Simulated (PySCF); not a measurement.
A structure optimised at B3LYP-D3(BJ)/def2-SVP, used in a PySCF frequency run:

```xyz
5

Ta     0.0000     0.0000     0.0000
F     -1.0505     1.0505    -1.0505
F      1.0505     1.0505     1.0505
F      1.0505    -1.0505    -1.0505
F     -1.0505    -1.0505     1.0505
```
Charge +1, spin multiplicity 1.

Write its SMILES, formula and point group.

[F][Ta+]([F])([F])[F], F4Ta, Td

What are its rotational constants (standard atomic weights)?

3.0130, 3.0130, 3.0130 GHz
